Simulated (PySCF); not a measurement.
Vertical excitation energies

Compound: C6H6F2.
Numbering: `[CH3:1]/[C:2]([F:3])=[C:4]1\[CH:5]=[C:6]([F:7])[CH2:8]1` (hydrogens: H9, H10, H11 on C1; H12 on C5; H13, H14 on C8)

Method: TDDFT CAM-B3LYP/def2-SVPD, vertical, gas phase, core orbitals frozen in the response (PySCF). Geometry: GFN2-xTB; no solvent, vibrations or thermal averaging.

**Question.** List the vertical singlet excitations with oscillator strengths and describe the spectrum.

**Answer.** 

| state | E (eV) | E (kJ/mol) | λ (nm) | f | \|μ\| (D) | symmetry | main configurations (H = HOMO, L = LUMO) |
| --- | --- | --- | --- | --- | --- | --- | --- |
| S1 | 5.83 | 562 | 212.7 | 0.378 | 4.14 | A′ | H→L (95%) |
| S2 | 6.02 | 580 | 206.1 | 0.0003 | 0.12 | – | H→L+1 (93%) |
| S3 | 6.66 | 642 | 186.2 | 0.0021 | 0.29 | A″ | H→L+2 (86%) |
| S4 | 6.92 | 667 | 179.2 | 0.011 | 0.66 | A″ | H→L+3 (84%) |
| S5 | 7.03 | 678 | 176.4 | 0.216 | 2.85 | A′ | H→L+4 (84%), H-1→L (12%) |
| S6 | 7.54 | 728 | 164.4 | 0.0001 | 0.07 | – | H→L+5 (69%), H→L+6 (16%) |
| S7 | 7.69 | 742 | 161.1 | 0.098 | 1.83 | A′ | H-1→L (86%), H→L+4 (11%) |
| S8 | 7.93 | 765 | 156.4 | 0.0059 | 0.44 | A″ | H→L+6 (46%), H→L+5 (22%), H→L+7 (20%) |

Triplets, Tamm–Dancoff:

```
state  E (eV)  λ (nm)  main configurations (H = HOMO, L = LUMO)
   T1    3.42   362.9                                 H→L (92%)
   T2    5.00   247.9                  H→L+4 (54%), H-1→L (34%)
   T3    5.89   210.7                               H→L+1 (89%)
```

The lowest singlet lies at 5.83 eV (213 nm, ultraviolet) and is strong; its leading configuration is HOMO→LUMO (95%). The lowest level is also the most intense of those listed (f = 0.378). Löwdin shares by element: HOMO carbon 75% or more (atoms not listed hold the other 25%); LUMO carbon 73% or more (atoms not listed hold the other 27%). Of the 8 states listed, 4 reach f = 0.01 and 2 stay under 0.0005. The oscillator strengths of these states sum to 0.712; summed over the whole spectrum of an exact calculation they would give the number of electrons, 60 (Thomas–Reiche–Kuhn). The listed states span 2.10 eV, and the widest gap between neighbours is 0.64 eV (S2 to S3). No computed singlet lies in the visible range (380 to 750 nm); the lowest, at 213 nm, stands 2.57 eV above its violet end (3.26 eV). Symmetry labels in Cs follow from the direction of the transition dipole and are given only for states with f of 0.002 or more. Only the lowest 8 singlets were computed, as vertical energies without vibronic structure.
